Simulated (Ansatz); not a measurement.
def2 core potentials replace the inner electrons of Sn.

**C₃H₁₀O₃Sn, SMILES `C[CH](C)[Sn]([OH])([OH])[OH]` (charge 0, multiplicity 1)**

These are PBE-D3(BJ)/def2-TZVP // PBE0-D3(BJ)/def2-SVP run with Ansatz (a program for electronic structure) values and carry that method's errors.

```yaml
HOMO: -6.45 eV
dipole_moment: 0.209 e·Å
LUMO: -1.83 eV
HOMO–LUMO gap: 4.61 eV
vertical ionisation energy (Delta-SCF): 9.04 eV
total_energy: -560.1269 Ha
```

```xyz
17

C     -1.3876     0.1768    -1.3982
C     -0.9599    -0.3350    -0.0290
C     -1.5516     0.4563     1.1300
Sn     1.1821    -0.3045     0.1097
O      2.0895    -1.6165    -1.0713
O      1.9150     1.4703    -0.3973
O      1.8520    -0.6545     1.9452
H     -0.9761    -0.4358    -2.2150
H     -1.0629     1.2170    -1.5598
H     -2.4874     0.1562    -1.4880
H     -1.2247    -1.4007     0.0715
H     -1.2244     0.0678     2.1064
H     -2.6539     0.4114     1.1010
H     -1.2677     1.5197     1.0780
H      2.7514    -1.1689    -1.6128
H      2.4974     1.8017     0.2971
H      2.5087    -1.3615     1.9324
```
